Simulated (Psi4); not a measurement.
Interaction energy of CF4 ··· F- (SMILES FC(F)(F)F and [F-]) (charge -1). Monomers: optimised at B3LYP-D3(BJ) (def2-TZVP), held rigid. Orientation: lowest of the rigid-body minima from ten starts at GFN2-xTB. The monomers approach along the line of their centres of mass (distance R); nothing else relaxes.

Levels of theory: PBE/def2-TZVPD, counterpoise-corrected (Psi4); PBE-D3(BJ)/def2-TZVPD, counterpoise-corrected (Psi4); SAPT0/jun-cc-pVDZ, frozen core (Psi4).

Interaction energies in kJ/mol; the last columns give the difference from SAPT0:

```json
[
 {"R / Å": "1.92", "PBE/def2-TZVPD": "236.92", "PBE-D3(BJ)/def2-TZVPD": "234.84", "SAPT0/jun-cc-pVDZ": "223.14", "PBE/def2-TZVPD − SAPT0/jun-cc-pVDZ": "13.77", "PBE-D3(BJ)/def2-TZVPD − SAPT0/jun-cc-pVDZ": "11.70"},
 {"R / Å": "2.12", "PBE/def2-TZVPD": "109.17", "PBE-D3(BJ)/def2-TZVPD": "106.92", "SAPT0/jun-cc-pVDZ": "95.85", "PBE/def2-TZVPD − SAPT0/jun-cc-pVDZ": "13.32", "PBE-D3(BJ)/def2-TZVPD − SAPT0/jun-cc-pVDZ": "11.07"},
 {"R / Å": "2.35", "PBE/def2-TZVPD": "34.04", "PBE-D3(BJ)/def2-TZVPD": "31.88", "SAPT0/jun-cc-pVDZ": "24.54", "PBE/def2-TZVPD − SAPT0/jun-cc-pVDZ": "9.50", "PBE-D3(BJ)/def2-TZVPD − SAPT0/jun-cc-pVDZ": "7.34"},
 {"R / Å": "2.54", "PBE/def2-TZVPD": "4.13", "PBE-D3(BJ)/def2-TZVPD": "2.10", "SAPT0/jun-cc-pVDZ": "-1.79", "PBE/def2-TZVPD − SAPT0/jun-cc-pVDZ": "5.93", "PBE-D3(BJ)/def2-TZVPD − SAPT0/jun-cc-pVDZ": "3.89"},
 {"R / Å": "2.72", "PBE/def2-TZVPD": "-9.75", "PBE-D3(BJ)/def2-TZVPD": "-11.64", "SAPT0/jun-cc-pVDZ": "-12.99", "PBE/def2-TZVPD − SAPT0/jun-cc-pVDZ": "3.25", "PBE-D3(BJ)/def2-TZVPD − SAPT0/jun-cc-pVDZ": "1.35"},
 {"R / Å": "2.96", "PBE/def2-TZVPD": "-16.85", "PBE-D3(BJ)/def2-TZVPD": "-18.52", "SAPT0/jun-cc-pVDZ": "-17.81", "PBE/def2-TZVPD − SAPT0/jun-cc-pVDZ": "0.96", "PBE-D3(BJ)/def2-TZVPD − SAPT0/jun-cc-pVDZ": "-0.71"},
 {"R / Å": "3.21", "PBE/def2-TZVPD": "-17.80", "PBE-D3(BJ)/def2-TZVPD": "-19.21", "SAPT0/jun-cc-pVDZ": "-17.48", "PBE/def2-TZVPD − SAPT0/jun-cc-pVDZ": "-0.32", "PBE-D3(BJ)/def2-TZVPD − SAPT0/jun-cc-pVDZ": "-1.73"},
 {"R / Å": "3.54", "PBE/def2-TZVPD": "-15.56", "PBE-D3(BJ)/def2-TZVPD": "-16.61", "SAPT0/jun-cc-pVDZ": "-14.45", "PBE/def2-TZVPD − SAPT0/jun-cc-pVDZ": "-1.11", "PBE-D3(BJ)/def2-TZVPD − SAPT0/jun-cc-pVDZ": "-2.17"},
 {"R / Å": "4.05", "PBE/def2-TZVPD": "-11.00", "PBE-D3(BJ)/def2-TZVPD": "-11.60", "SAPT0/jun-cc-pVDZ": "-9.58", "PBE/def2-TZVPD − SAPT0/jun-cc-pVDZ": "-1.42", "PBE-D3(BJ)/def2-TZVPD − SAPT0/jun-cc-pVDZ": "-2.02"},
 {"R / Å": "4.74", "PBE/def2-TZVPD": "-6.47", "PBE-D3(BJ)/def2-TZVPD": "-6.74", "SAPT0/jun-cc-pVDZ": "-5.38", "PBE/def2-TZVPD − SAPT0/jun-cc-pVDZ": "-1.09", "PBE-D3(BJ)/def2-TZVPD − SAPT0/jun-cc-pVDZ": "-1.36"},
 {"R / Å": "5.74", "PBE/def2-TZVPD": "-3.06", "PBE-D3(BJ)/def2-TZVPD": "-3.14", "SAPT0/jun-cc-pVDZ": "-2.54", "PBE/def2-TZVPD − SAPT0/jun-cc-pVDZ": "-0.52", "PBE-D3(BJ)/def2-TZVPD − SAPT0/jun-cc-pVDZ": "-0.60"},
 {"R / Å": "7.07", "PBE/def2-TZVPD": "-1.30", "PBE-D3(BJ)/def2-TZVPD": "-1.32", "SAPT0/jun-cc-pVDZ": "-1.11", "PBE/def2-TZVPD − SAPT0/jun-cc-pVDZ": "-0.19", "PBE-D3(BJ)/def2-TZVPD − SAPT0/jun-cc-pVDZ": "-0.22"}
]
```

PBE/def2-TZVPD is furthest from SAPT0/jun-cc-pVDZ at 1.92 (13.77 kJ/mol, above); its mean absolute difference over the points is 4.28 kJ/mol.

PBE-D3(BJ)/def2-TZVPD is furthest from SAPT0/jun-cc-pVDZ at 1.92 (11.70 kJ/mol, above); its mean absolute difference over the points is 3.68 kJ/mol.
